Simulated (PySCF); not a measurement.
```xyz
3
charge 0 multiplicity 1, angstrom
Se    0.0000    0.0000   -0.1322
N     0.0000    0.0000   -1.7325
F     0.0000    0.0000    1.8325
```

Level of theory: PySCF, PBE0, basis Se def2-TZVP, N def2-TZVP, F def2-TZVP (no relativity, density fitting).

This geometry of FSeN is a stationary point at this level.

Q: What is the point group?

A: C∞v.

Q: Is it a minimum?

A: No: it has 2 imaginary modes (one degenerate set), at 307i cm⁻¹ (π).

Q: List the harmonic modes with their infrared intensities.

A: 
```
symmetry  ω (cm⁻¹)  IR (km/mol, summed over degenerate members)
       π      307i                                            –
      σ+       456                                          138
      σ+      1122                                         13.1
```

Q: Give the atomic charges and bond orders.

A: 
```tsv
atom	Mulliken	Löwdin	polar tensor	Mayer order to Se1
Se1	0.67	0.71	0.93	–
N2	-0.21	-0.29	-0.20	2.60
F3	-0.46	-0.41	-0.73	0.66
```

In C∞v the vibrations span π + 2σ+.

This need not be the most stable arrangement of these atoms. At this level a singlet minimum of Cs symmetry lies 140 kJ/mol below this structure.
